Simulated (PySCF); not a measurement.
Identify the unknown among the candidates.

- Rotational structure: rotational constants A, B, C: 5.923, 1.790, 1.471 GHz [GFN2-xTB]
- UV, first state: lowest singlet excitation: 6.75 eV (184 nm, f = 0.007) [TDDFT CAM-B3LYP/def2-SVPD]
- UV, strongest line: among the 8 lowest singlet transitions: S2 at 7.05 eV (176 nm, f = 0.218) [TDDFT CAM-B3LYP/def2-SVPD]
- Dipole: 0.24 D [CAM-B3LYP/def2-SVPD]
- Polarisability: 79.1 au [CAM-B3LYP/def2-SVPD]
- Triplet: lowest triplet excitation (Tamm–Dancoff): 4.37 eV [TDA CAM-B3LYP/def2-SVPD]

Gas-phase values; electronic properties from PySCF, density fitting. Levels stand in brackets. The structure is a single GFN2-xTB conformer in the gas phase; no vibrational or solvent corrections.

Question: Which candidate is it?
A. `CCC1CC=CC1`
B. `CCCCC1C=C1`
C. `C=C(CC)C1CC1`

Answer: A. It is `CCC1CC=CC1`. Numbering: `[CH3:1][CH2:2][CH:3]1[CH2:4][CH:5]=[CH:6][CH2:7]1`. Its formula, C7H12, gives 2 degrees of unsaturation: 1 ring and 1 π bond in the structure found. The optimised geometry has point group C1 and is an asymmetric top.

The others, at the same levels:
- `CCCCC1C=C1` fails: its computed lowest singlet excitation is 6.17 eV (201 nm, f = 0.005) (against 6.75 eV), lowest triplet excitation (Tamm–Dancoff) is 4.05 eV (against 4.37 eV) and strongest line among the 8 lowest singlet transitions is S2 at 6.32 eV (196 nm, f = 0.061) (against S2 at 7.05 eV).
- `C=C(CC)C1CC1` fails: its computed strongest line among the 8 lowest singlet transitions is S1 at 6.68 eV (186 nm, f = 0.242) (against S2 at 7.05 eV), static isotropic polarisability is 81.0 au (against 79.1 au) and rotational constant A is 6.345 GHz (against 5.923 GHz).

Each candidate is one conformer, not necessarily the lowest. The conformers computed, where there is a choice (atom-mapped SMILES and torsion angles):
- `[CH3:1][CH2:2][CH2:3][CH2:4][CH:5]1[CH:6]=[CH:7]1`: C1–C2–C3–C4 180°, C2–C3–C4–C5 179°, C3–C4–C5–C6 -147°
- `[CH2:1]=[C:2]([CH2:3][CH3:4])[CH:5]1[CH2:6][CH2:7]1`: C1–C2–C3–C4 0°, C1–C2–C5–C6 -35°

The conformers of `CCC1CC=CC1` aren't listed.
